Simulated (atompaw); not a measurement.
What one change does to a pseudopotential (phosphorus, PAW (atompaw))

```json
{
 "Element": "phosphorus (P)",
 "Generator": "atompaw 4.2.0.5",
 "Type": "PAW",
 "Functional": "PBE",
 "Relativity": "scalar-relativistic",
 "Frozen core": "[Ne]",
 "Valence charge": "5",
 "Reference configuration": "3s2 3p3",
 "Partial waves": "3s (bound): rc 1.80 bohr; 3s channel at 3.8 Ry: rc 1.10 bohr; 3p (bound): rc 1.80 bohr; 3p channel at 2.5 Ry: rc 1.80 bohr; 3d channel at -0.2 Ry: rc 1.65 bohr",
 "Local potential": "troulliermartins scheme with l = 3 at 0 Ry, radius 1.25 bohr",
 "Core correction": "smooth core density matched at 1.20 bohr",
 "Augmentation charge": "gaussian compensation charge, radius 1.70 bohr; PAW radius 1.80 bohr; waves and projectors: custom rrkj gramschmidtortho"
}
```

All-electron outer shells of the reference configuration (PBE, scalar-relativistic, ld1.x):

```tsv
shell	level (eV)	outermost node (bohr)	outermost maximum (bohr)
2s	-173.99	0.14	0.42
2p	-124.49	–	0.36
3s	-13.97	0.65	1.58
3p	-5.51	0.64	1.83
```

Change: wave 3s (bound): rc 1.80 bohr becomes 3s (bound): rc 1.40 bohr.

Cutoffs: the cutoffs (Ry, on a coarse ladder) from which the occupation-weighted sum of valence levels, in a spherical-Bessel basis at the reference potential, stays within 10 and 1 mRy of its value at 400 Ry; they do not see the model core or the augmentation charge, which bear on the density cutoff.

**Question.** What does the change do?

**Answer.** The potential gets harder (12 Ry and 21 Ry → 18 Ry and 25 Ry); neither file shows a bound ghost.

```tsv
quantity	base	changed
cutoff, loose	12 Ry	18 Ry
cutoff, tight	21 Ry	25 Ry
loose cutoff by channel (10 mRy a level)	s 6 Ry, p 10 Ry	s 15 Ry, p 10 Ry
bound ghosts	none	none
s: phases at 1.81 bohr within 0.05 rad from the reference energy up to (Ry; the scan ends near 5)	to the end of the scan	to the end of the scan
p: phases at 1.81 bohr within 0.05 rad from the reference energy up to (Ry; the scan ends near 5)	to the end of the scan	to the end of the scan
d: phases at 1.81 bohr within 0.05 rad from the reference energy up to (Ry; the scan ends near 5)	to the end of the scan	to the end of the scan
lowest overlap eigenvalue by channel	s 0.36, p 0.69, d 1.00	s 0.27, p 0.69, d 1.00
```

 The cutoffs see the waves, projectors and local potential, not the compensation charge or the core.
